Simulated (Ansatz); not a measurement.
A search over several starts for the lowest SCF solution of BeCl2(NH3)2 (BeN₂Cl₂H₆) at the given spin, in a small basis.

```yaml
crystal:
  periodic: [false, false, false]
  atoms:
    - {symbol: Be, position_ang: [0.548332, 0.003074, 0.383102]}
    - {symbol: Cl, position_ang: [0.292952, 0.015051, 2.335600]}
    - {symbol: Cl, position_ang: [2.292803, -0.000452, -0.530424]}
    - {symbol: N, position_ang: [-0.298109, 1.467316, -0.215540]}
    - {symbol: H, position_ang: [-1.271967, 1.560979, 0.073163]}
    - {symbol: H, position_ang: [-0.226675, 1.616382, -1.222282]}
    - {symbol: H, position_ang: [0.216192, 2.227213, 0.234409]}
    - {symbol: N, position_ang: [-0.294123, -1.470700, -0.197574]}
    - {symbol: H, position_ang: [-0.371015, -1.564728, -1.210381]}
    - {symbol: H, position_ang: [-1.207249, -1.630533, 0.228474]}
    - {symbol: H, position_ang: [0.318860, -2.223612, 0.121453]}
basis:
  gaussian: {orbitals: def2-SVP, initial_orbitals: start.molden}
hamiltonian: {xc: pbe0, dispersion: d4}
output: {orbitals: {seedname: orbitals}}
```

The file start.molden holds the orbitals of an earlier run on this structure, at another level or in another basis.

```sh
$ ansatz run in.yaml --threads 4 --pin off --events-out ev --progress --plain --max-ram 3916MiB
```

Output, abridged:

```
Functional definition: PBE0
1044 factors; integrals over basis functions are off by at most 1.2e-3 eV
mean field evaluation 1: about -28507.3611 eV, gradient 9.8e-1 eV
mean field evaluation 2: about -28507.6847 eV, gradient 5.2e-4 eV
mean field evaluation 4: about -28507.6847 eV, gradient 1.8e-5 eV
mean field evaluation 8: about -28507.3609 eV, gradient 1.3e0 eV
mean field evaluation 16: about -28507.6847 eV, gradient 5.1e-4 eV
mean field -28507.68467131 eV, -1047.6380884679 hartree, gradient 1.8e-5 eV, S^2 0.000000; 1 other end points of the search recorded, 0 dependent functions left out
reference -28507.68470526 eV, -1047.6380897158 hartree; 29, 29 occupied and 74, 74 virtual orbitals, 1044 factors
Total energy: -28507.90236870 eV, -1047.6460886995 hartree
```

It took 1.2 s on 4 threads of Arm Neoverse V2 on a shared host.
